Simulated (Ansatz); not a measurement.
`[CH3][GeH]([OH])[Cl]`. Charge 0, multiplicity 1.

```xyz
9

C     0.4346    0.9969    0.6283
Ge   -0.3179   -0.6945    0.0631
O     0.4706   -1.3202   -1.3926
Cl   -2.3990   -0.3354   -0.4119
H    -0.0757    1.3505    1.5249
H     1.4974    0.8734    0.8418
H     0.3101    1.7373   -0.1625
H    -0.2511   -1.8422    1.0730
H     0.3309   -0.7659   -2.1641
```

(1) What are the harmonic wavenumbers in cm⁻¹ at PBE0-D4/def2-TZVP (Ansatz, finite differences of forces, unscaled)? (Estimate.)

(2) Is this a minimum?

(3) Give the ideal-gas thermochemistry at 298.15 K and 1 bar (rigid rotor, harmonic oscillator; point group C1, symmetry number 1).

Results:

(1) Ansatz gave: 125, 144, 167, 209, 233, 412, 618, 664, 694, 728, 815, 851, 932, 1266, 1446, 1450, 2197, 3066, 3162, 3165, 3893.

(2) Yes, all 21 modes are real.

(3) Zero-point energy 156.9 kJ/mol; H(298) − E = 177.4 kJ/mol; entropy 345.2 J/(mol·K), of which translation 170.6, rotation 112.0, vibration 62.6; G(298) − E = 74.5 kJ/mol.
